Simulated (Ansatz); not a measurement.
Basis-set extrapolation for CH$_{3}$FN$_{2}$Si, SMILES `N[SiH]1N=C1F` (PBE0-D4/def2-TZVP geometry, frozen core, Ansatz 0.2.0). Multiplicity 1, RHF reference.

```json
{"": "HF", "def2-TZVPP": "-536.987509", "def2-QZVPP": "-537.008325"}
{"": "MP2 correlation", "def2-TZVPP": "-0.917535", "def2-QZVPP": "-0.989506"}
{"": "CCSD(T) correlation", "def2-TZVPP": "-0.975074", "def2-QZVPP": "not run"}
```

Energies in hartree. Use E(X) = E(∞) + A·exp(−7.88·√X) for Hartree–Fock and E(X) = E(∞) + B·X^(−2.97) for correlation, with X = 3 and 4, and add CCSD(T) minus MP2 of the smaller set to the MP2 limit.

Task: What is the CCSD(T) energy at the basis-set limit?

Result: HF limit: -537.008325 + (-0.020816) × 0.13774 = -537.01119. MP2 limit: -0.989506 + (-0.071971) × 0.74074 = -1.04282. Higher-order term: -0.975074 − (-0.917535) = -0.05754. Total: -538.11155 hartree, 391.1 kJ/mol below CCSD(T)/def2-TZVPP.
